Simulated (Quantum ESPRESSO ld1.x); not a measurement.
These are the eigenvalues of the occupied orbitals of an atom or ion with whole-number occupations (eV). Calculated with ld1.x of Quantum ESPRESSO 7.5: Dirac Kohn-Sham, PW91, spin-unpolarised, spherical densities, point nucleus.

1s1/2: -27758.5
2s1/2: -4170.52
2p1/2: -3890.75
2p3/2: -3679.78
3s1/2: -806.054
3p1/2: -693.132
3p3/2: -655.028
3d3/2: -455.213
3d5/2: -447.406
4s1/2: -137.711
4p1/2: -100.830
4p3/2: -94.1649
4d3/2: -37.1275
4d5/2: -36.2526
5s1/2: -23.7519

Which element is it, and in what charge state? The configuration may be excited. Open shells, if any, fill j = l - 1/2 first.

Answer. Z = 49, indium, charge +2: In2+ in [Kr] 4d10 5s1. The list shows which subshells hold electrons but not how many an open one holds; the 1s level, -1020.1 hartree, gives Z - s = 45.2 by -(Z - s)^2/2, which with screening and relativity narrows Z to a few neighbours, and the depths of the outer levels then fix element, charge and occupations together.
